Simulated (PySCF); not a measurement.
A GIAO shielding run with PySCF 2.14 (density fitting, non-relativistic, gas phase) on SMILES C[C](C)(C)[GeH2][CH2]Cl, C₅H₁₃ClGe:

```
{"job": {"kind": "nmr", "xc": "PBE0", "basis": "pcSseg-1"}, "charge": 0, "multiplicity": 1}
C     -0.849592    -2.339626     1.418993
C     -0.283580    -1.052672     0.817180
C     -0.709909     0.153455     1.654077
C     -0.769026    -0.894531    -0.624317
Ge     1.696694    -1.144445     0.791995
C      2.466130    -0.637580     2.535298
Cl     1.823615    -1.644969     3.871040
H     -0.559647    -3.225699     0.832280
H     -0.505568    -2.492518     2.452571
H     -1.953548    -2.296827     1.431438
H     -1.809658     0.256315     1.640731
H     -0.290071     1.096504     1.266505
H     -0.401847     0.045382     2.705840
H     -0.404116     0.038127    -1.082928
H     -0.445250    -1.732632    -1.263045
H     -1.873204    -0.870021    -0.652623
H      2.259787    -0.133377    -0.235760
H      2.182230    -2.562941     0.430328
H      2.230820     0.409801     2.770314
H      3.558953    -0.750756     2.532349
```

Hardware: 1 thread of an x86-64 server CPU, shared host. The job also computes population analyses, field gradients.

Problem. How large is the calculation?

Solution. 92 electrons, 215 basis functions and 1210 auxiliary functions.

Problem. How long does it take?

Solution. 51 s of wall time, with 11 SCF cycles and 4 response iterations. Times on a shared host scatter by some tens of per cent.

Problem. And these other runs on the same molecule and hardware: GIAO shielding at KT2/pcSseg-1?

Solution. KT2/pcSseg-1: 215 functions, 55 s.
